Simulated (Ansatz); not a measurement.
`CB(N)O`, relaxed with RKS PBE0-D4/def2-TZVP in Ansatz 0.2.0 from a GFN2-xTB geometry. The force threshold is 0.005 eV/Å; the program also tests the step.

Total charge 0; spin multiplicity 1.

Start:

```xyz
10

C    -0.588    0.893    0.579
B     0.337   -0.166   -0.183
N    -0.146   -1.442   -0.487
O     1.611    0.115   -0.586
H    -1.134    1.505   -0.137
H    -1.327    0.411    1.214
H    -0.010    1.572    1.203
H     0.410   -2.115   -0.983
H    -1.064   -1.768   -0.251
H     1.911    0.995   -0.369
```

Task: How much energy does the relaxation release, and in how many steps? (Best estimate.)

Result: The calculation gave: 2.06 kJ/mol, in 17 steps, 2 of them rejected.

Task: Which bonds change most? (An estimate is asked.)

Result: Ansatz gave: C1–B2 from 1.599 to 1.579 Å; B2–O4 from 1.366 to 1.379 Å; C1–H7 from 1.089 to 1.095 Å; C1–H5 from 1.089 to 1.095 Å.

Task: Give the relaxed structure. (An estimate is asked.)

Result: Ansatz gave: 
```xyz
10

C    -0.581    0.885    0.572
B     0.308   -0.163   -0.205
N    -0.114   -1.485   -0.419
O     1.545    0.173   -0.711
H    -0.805    1.751   -0.060
H    -1.534    0.477    0.915
H    -0.054    1.269    1.451
H     0.450   -2.154   -0.913
H    -0.995   -1.838   -0.095
H     1.780    1.084   -0.536
```
